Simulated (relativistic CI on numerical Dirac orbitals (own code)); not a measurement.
## Hyperfine structure of Zn⁷⁺, mass number 67

Method of calculation: Dirac-Coulomb-Breit CI, separate exchange-only KLI orbitals for each configuration, QED by a radiative potential, unscaled Slater integrals (own radial code, finite nucleus).

CI space (outside the closed core [Ne]): 3s2 3p6 3d5, 3s2 3p5 3d6, 3s2 3p6 3d4 4s, 3s2 3p6 3d4 4p, 3s 3p6 3d6, 3s2 3p6 3d4 4d, 3s2 3p6 3d3 4s 4p, 3s2 3p6 3d4 5s, 3s2 3p6 3d4 4f, 3s2 3p6 3d4 5p, 3s2 3p6 3d4 5f, 3s2 3p6 3d3 4s2, 3s2 3p6 3d2 4s2 4p, 3s2 3p6 3d2 4s2 4d, 3s2 3p6 3d2 4s2 5s, 3p6 3d7, 3p5 3d8. Double excitations out of closed p, d and f shells are left out; levels of such configurations are missing from the list, as are those of other unlisted configurations, and high levels can miss mixing partners.

Nuclear spin I = 5/2, μ = 0.87485 μN, Q = 0.122 b (tables of Stone and Pyykkö). The electronic factors are computed for point nuclear moments, without core polarisation or the Bohr-Weisskopf and QED corrections.

| Level | E (cm⁻¹) | A (MHz) | B (MHz) |
| --- | --- | --- | --- |
| 3s2 3p6 3d5 4G_11/2 | 54881.6 | 388.7 | -2.16 |
| 3s2 3p6 3d5 4G_5/2 | 54968.3 | 510.2 | 9.53 |
| 3s2 3p6 3d5 4G_7/2 | 55057.6 | 395.9 | 14.6 |
| 3s2 3p6 3d5 4G_9/2 | 55058.4 | 371.4 | 12.3 |
| 3s2 3p6 3d5 4P_5/2 | 61419.3 | 173.9 | 111 |
| 3s2 3p6 3d5 4P_3/2 | 61878.5 | 294 | 63.8 |
| 3s2 3p6 3d5 4P_1/2 | 62378.6 | -333.3 |  |
| 3s2 3p6 3d5 4D_7/2 | 67028.8 | 248.1 | 29.1 |

Levels with J = 0, under 50 % of one LS term, or S terms without an open s electron are left out. Small factors come from cancelling terms and can be off by tens of per cent or more.

At this charge configurations can still be misplaced by up to about 7 % of their energy. Terms inside the open d or f shell come out 10 to 20 % too wide with unscaled integrals.

Problem. Give the hyperfine levels of 3s2 3p6 3d5 4G_11/2 relative to its centre of gravity.

Solution. With K = F(F + 1) − I(I + 1) − J(J + 1), E = AK/2 + B[¾K(K + 1) − I(I + 1)J(J + 1)]/[2I(2I − 1)J(2J − 1)]: F = 3: -6317, F = 4: -4761, F = 5: -2818, F = 6: -485.2, F = 7: 2235, F = 8: 5344 MHz.
